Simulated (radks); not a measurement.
Q: These are the eigenvalues of the occupied orbitals of an atom or ion with whole-number occupations (Ry). Calculated with a radial shooting solver on a logarithmic mesh with Libxc functionals: scalar-relativistic Kohn-Sham, r2SCAN, spin-polarised, spherical densities, finite nucleus; meta-GGA in the generalised Kohn-Sham scheme; Fermi nuclear charge, rms radius of each element as measured or else 0.836 A^(1/3) + 0.57 fm.

1s up: -1615.710
1s down: -1615.710
2s up: -233.2567
2s down: -233.2152
2p up: -208.7045
2p down: -208.6740
3s up: -41.46995
3s down: -41.45761
3p up: -33.33159
3p down: -33.31488
3d up: -20.27816
3d down: -20.24507
4s up: -5.83330
4s down: -5.65704
4p up: -3.58228
4p down: -3.39050
4d up: -0.46173
5s up: -0.36962
4d down: -0.25411

Which element is it, and in what charge state? The configuration may be excited. Open shells, if any, are filled with parallel spins first.

A: Z = 44, ruthenium, charge 0: Ru in [Kr] 4d7 5s1. The list shows which subshells hold electrons but not how many an open one holds; the 1s level, -807.85 hartree, gives Z - s = 40.2 by -(Z - s)^2/2, which with screening and relativity narrows Z to a few neighbours, and the depths of the outer levels then fix element, charge and occupations together.
